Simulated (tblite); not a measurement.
C5H5F3Si.
SMILES with atom numbers: `[F:1][C:2]([F:3])([F:4])[C:5]1=[CH:6][CH:7]=[CH:8][SiH2:9]1` (hydrogens: H10 on C6; H11 on C7; H12 on C8; H13, H14 on Si9)

Computed geometry: GFN2-xTB, gas phase.

Give the optimised bond lengths and angles.

| bond | length (bohr) | order |
| --- | --- | --- |
| F1–C2, C2–F3, C2–F4 | 2.550 | single |
| C2–C5 | 2.787 | single |
| C5=C6 | 2.530 | double |
| C6–C7 | 2.749 | single |
| C7=C8 | 2.531 | double |
| C8–Si9 | 3.573 | single |
| C5–Si9 | 3.583 | single |
| C6–H10 | 2.042 | single |
| C7–H11 | 2.041 | single |
| C8–H12 | 2.035 | single |
| Si9–H13, Si9–H14 | 2.758 | single |

Bonds in one row agree within 0.02 bohr and their mean is given. Orders are formal, as drawn. A selection of angles:
| angle | degrees |
| --- | --- |
| F1–C2–F3 | 106.0 |
| F1–C2–C5 | 114.6 |
| F3–C2–C5 | 112.1 |
| C2–C5–C6 | 124.4 |
| C2–C5–Si9 | 125.0 |
| C6–C5–Si9 | 110.6 |
| C5–C6–C7 | 115.3 |
| C5–C6–H10 | 124.2 |
| C7–C6–H10 | 120.5 |
| C6–C7–C8 | 116.3 |
| C6–C7–H11 | 119.3 |
| C8–C7–H11 | 124.5 |
| C7–C8–Si9 | 110.2 |
| C7–C8–H12 | 122.0 |
| Si9–C8–H12 | 127.8 |
| C8–Si9–H13 | 114.2 |
| C5–Si9–C8 | 87.6 |
| C5–Si9–H13 | 111.6 |
| H13–Si9–H14 | 114.7 |

Dihedral angles: F1–C2–C5–C6 0° (synperiplanar); C2–C5–C6–C7 180° (antiperiplanar); C5–C6–C7–C8 0° (synperiplanar); C6–C7–C8–Si9 0° (synperiplanar); C7–C8–Si9–C5 0° (synperiplanar); C2–C5–Si9–C8 180° (antiperiplanar).

Si9 (SiH2 silicon) has angles from 87.6° to 114.7°. Of the pairs four or more bonds apart, F1···H10 is among the closest relative to their van der Waals radii: 2.56 Å, 96 % of the sum of Bondi's values. The 4 C–C bonds span 1.339 Å (C5=C6, drawn double) to 1.475 Å (C2–C5, drawn single), a spread of 0.136 Å. The 5-membered ring C5–C6–C7–C8–Si9 has internal angles of 87.6° to 116.3° (sum 540°, against 540° for a flat polygon); it is planar, 0.00 Å rms from its mean plane, widest ring torsion 0°.

Point group: Cs (tolerance 0.08 Å). Its GFN2-xTB frequencies are all real (lowest 22 cm⁻¹).

Hardware: an Arm Neoverse V2 with one thread, no GPU, shared host. Cost: 0.18 s wall. These figures are those of the optimisation.
